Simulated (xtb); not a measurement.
C2H4NO, doublet, at a GFN2-xTB geometry. Base run: GFN0-xTB (xtb 6.7.1).

Geometry (Å):
```xyz
8

O      0.2645     1.2977     0.2804
C     -0.0049     0.1282     0.0287
N      0.9871    -0.7872    -0.2083
C     -1.3389    -0.3819    -0.0405
H      0.7960    -1.7493    -0.4164
H     -1.5428    -1.4128    -0.2634
H     -2.1586     0.2884     0.1362
H      1.9421    -0.4759    -0.1708
```
Charge 0, spin multiplicity 2.
All else is at xtb's defaults.
Base energy -12.60073 Eh.

The base run was repeated with changes; each row names its change, and settings that it needs were set with it.

```csv
change,ΔE vs base (mEh)
base,0.000
file = coord,0.000
etemp = 10000,-45.413
etemp = 1000,-0.030
etemp = 3000,-3.240
acc = 1000,0.000
acc = 0.0001,0.000
acc = 30,0.000
```
